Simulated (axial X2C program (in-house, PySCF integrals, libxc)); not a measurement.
# Levels of CsCa by electron attachment to CsCa⁺ (EOM-EA-CCSD)

Computed with an axial X2C code built on PySCF integrals: two-component X2C with atomic mean-field Coulomb and Gaunt terms, Gaussian nuclei, basis Cs dyall-acv3z, Ca dyall-acv3z with contracted cores.

R = 4.668 Å (near the PBE0 minimum at charge 0 of the determinant lowest at the starting distance; the state shown can have its own minimum elsewhere).

Hartree–Fock spinors of CsCa⁺ (one of each Kramers pair; a window near the gap, which can cut inner shells):

```json
{"ω": "1/2", "occupied": "yes", "ε (eV)": "-23.82", "character": "100% Cs p"}
{"ω": "3/2", "occupied": "yes", "ε (eV)": "-22.02", "character": "100% Cs p"}
{"ω": "1/2", "occupied": "yes", "ε (eV)": "-22.00", "character": "99% Cs p"}
{"ω": "1/2", "occupied": "yes", "ε (eV)": "-8.53", "character": "72% Ca s, 11% Cs p, 8% Cs s"}
{"ω": "1/2", "occupied": "no", "ε (eV)": "-3.00", "character": "55% Cs s, 30% Ca p, 6% Cs p"}
{"ω": "1/2", "occupied": "no", "ε (eV)": "-2.36", "character": "54% Ca p, 35% Cs p, 8% Cs d"}
{"ω": "3/2", "occupied": "no", "ε (eV)": "-2.34", "character": "55% Ca p, 33% Cs p, 9% Cs d"}
{"ω": "1/2", "occupied": "no", "ε (eV)": "-2.11", "character": "43% Ca p, 29% Cs p, 14% Cs s"}
{"ω": "1/2", "occupied": "no", "ε (eV)": "-1.77", "character": "49% Cs p, 34% Cs d, 14% Ca p"}
{"ω": "3/2", "occupied": "no", "ε (eV)": "-1.76", "character": "50% Cs p, 34% Cs d, 13% Ca p"}
```

Levels of CsCa obtained by attaching an electron to CsCa⁺:

```tsv
Ω	binding energy (eV)	above lowest (cm⁻¹)	attached spinor	one-particle weight
1/2	3.462	0	53% Cs sσ, 33% Ca pσ, 6% Ca sσ	0.95
1/2	2.780	5503	60% Ca pπ, 24% Cs pπ, 13% Cs dπ	0.93
3/2	2.764	5635	61% Ca pπ, 22% Cs pπ, 13% Cs dπ	0.93
1/2	2.485	7884	40% Ca pσ, 26% Cs pσ, 18% Cs sσ	0.93
1/2	1.981	11945	61% Cs pπ, 24% Cs dπ, 10% Ca pπ	0.97
3/2	1.958	12132	63% Cs pπ, 24% Cs dπ, 9% Ca pπ	0.97
1/2	1.878	12779	43% Cs dσ, 39% Cs pσ, 10% Ca sσ	0.97
```

Task: What is the splitting of the first π pair in the table, and is it regular or inverted?

Result: E(3/2) − E(1/2) = 5635 − 5503 = 132 cm⁻¹ at EOM-EA-CCSD: regular, Ω = 1/2 lower. Splittings at this level can be off by ten to twenty per cent.

This point took 23 s on 1 thread of Arm Neoverse V1 (shared host).

Reference electrons by ω block (each with its −ω partner): 1/2: 25, 3/2: 10, 5/2: 2. 18 electrons of CsCa⁺ correlated (inner shells frozen), 84 natural virtual spinors (a truncated set); levels can be off by some tenths of an eV. Roots sought by Ω: (1/2: 5, 3/2: 4, 5/2: 2, 7/2: 1); rows need 60 % one-particle weight and stop where some Ω has no more roots. Missing are any skipped roots, higher Ω and states of a further excitation; these come out far too high here and may in truth be low or lowest. T1 of the reference 0.009 (Lee–Taylor). The reference was not checked to be the lowest state of its species. Number of frozen shells: Cs 4 s, 3 p, 2 d; Ca 2 s, 1 p.
